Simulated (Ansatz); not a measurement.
A run of Ansatz (development build ahead of 0.2.0) on doublet C₆H₆N at this shape:

```tsv
atom	x (Å)	y (Å)	z (Å)
C	1.4000	0.0000	0.0000
C	0.7000	1.2124	0.0000
C	-0.7000	1.2124	0.0000
C	-1.4000	0.0000	0.0000
C	-0.7000	-1.2124	0.0000
C	0.7000	-1.2124	0.0000
N	2.7400	0.0000	0.0000
H	3.1200	0.9400	0.0000
H	1.2425	2.1521	0.0000
H	-1.2425	2.1521	0.0000
H	-2.4850	0.0000	0.0000
H	-1.2425	-2.1521	0.0000
H	1.2425	-2.1521	0.0000
```

Its results:

```
Converged                       : yes
Total energy                    : -286.70655 hartree
Spin squared of the determinant : 0.750
Stability test                  : minimum among restricted orbitals
```

Q: Which input gives this output? Name the method, the orbitals and the basis set, and write the input.

A: PBE0 (restricted open-shell) in def2-TZVP.

```yaml
crystal:
  periodic: [false, false, false]
  atoms:
    - { symbol: C, position_ang: [1.4, 0.0, 0.0] }
    - { symbol: C, position_ang: [0.7, 1.21244, 0.0] }
    - { symbol: C, position_ang: [-0.7, 1.21244, 0.0] }
    - { symbol: C, position_ang: [-1.4, 0.0, 0.0] }
    - { symbol: C, position_ang: [-0.7, -1.21244, 0.0] }
    - { symbol: C, position_ang: [0.7, -1.21244, 0.0] }
    - { symbol: "N", position_ang: [2.74, 0.0, 0.0] }
    - { symbol: H, position_ang: [3.12, 0.94, 0.0] }
    - { symbol: H, position_ang: [1.2425, 2.15207, 0.0] }
    - { symbol: H, position_ang: [-1.2425, 2.15207, 0.0] }
    - { symbol: H, position_ang: [-2.485, 0.0, 0.0] }
    - { symbol: H, position_ang: [-1.2425, -2.15207, 0.0] }
    - { symbol: H, position_ang: [1.2425, -2.15207, 0.0] }
basis:
  gaussian: { orbitals: def2-TZVP }
magnetization:
  initial_magnetization: 1
hamiltonian:
  xc: pbe0
```
